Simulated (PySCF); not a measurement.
A structure optimised at PBE-D3(BJ)/def2-TZVP, used in a PySCF frequency run:

```
C
C 1 1.3185
F 2 1.3181 1 130.21
H 1 1.0876 2 119.94 3 180.00
H 1 1.0954 4 119.18 2 180.00
```
Charge 0, spin multiplicity 2.

Write its SMILES, formula and point group.

C=[C]F, C2H2F, Cs

What are its rotational constants (standard atomic weights)?

114.04, 10.124, 9.2986 GHz
